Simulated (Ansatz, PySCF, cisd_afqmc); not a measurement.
Species: HBr, charge 0, singlet. HBr (bromane, SMILES Br).
B3LYP-D3(BJ)/def2-TZVP minimum from Ansatz (a first-principles code):
```
Br
H 1 1.4248
```
Charge 0, spin multiplicity 1.

Atomisation energy term by term, kcal/mol (programs: Ansatz, cisd_afqmc). Radicals and triplets start from unrestricted determinants; spin-orbit coupling is neglected. Correlated methods leave the cores frozen (noble-gas shells, and filled d and f shells in the p block). No relativity. The Monte Carlo rows (phaseless AFQMC, CISD trial, step 0.005/hartree) carry one-sigma bars that omit the constraint's bias. Outlying blocks are dropped, and bars are widened where a walk drifts. Over all cases where full CI ran beside it in this data, AFQMC minus full CI had a median of +0.1 mEh and passed +0.4 mEh in a tenth of the cases. CBS(X,Y): correlation extrapolated as X^-3, Hartree-Fock from the larger set (Q,5: extrapolated as (X+1)exp(-9√X)). A bracket is a step between two methods taken in the basis named. Where a partner has so few electrons that a lower coupled-cluster level is exact, that level stands in. Spin-orbit terms, left out, reach several kcal/mol for Br and I, and more for heavier atoms.

```
term                                                          basis  kcal/mol
-----------------------  ------------------------------------------  --------
Hartree-Fock                                   CBS(cc-pVQZ,cc-pV5Z)     65.01
CCSD correlation                               CBS(cc-pVQZ,cc-pV5Z)     27.03
(T)                                            CBS(cc-pVQZ,cc-pV5Z)      1.45
CCSDT(Q) - CCSD(T)                                          cc-pV5Z      0.03
CCSDTQ - CCSDT(Q)                                           cc-pVTZ      0.00
minus zero-point energy  Hessian by PySCF at B3LYP-D3(BJ)/def2-TZVP     -3.74
sum: D0                                                                  89.8
```

The step beyond CCSD(T) by other levels: CCSDTQ in cc-pVDZ 0.09; AFQMC/CISD in cc-pVDZ 0.16 ± 0.09; CCSDT(Q) in cc-pVDZ 0.10; CCSDTQ in cc-pVTZ 0.04; AFQMC/CISD in cc-pVTZ 0.22 ± 0.15; CCSDT(Q) in cc-pVTZ 0.04; AFQMC/CISD in cc-pVQZ 0.56 ± 0.23; CCSDT(Q) in cc-pVQZ 0.03 kcal/mol.
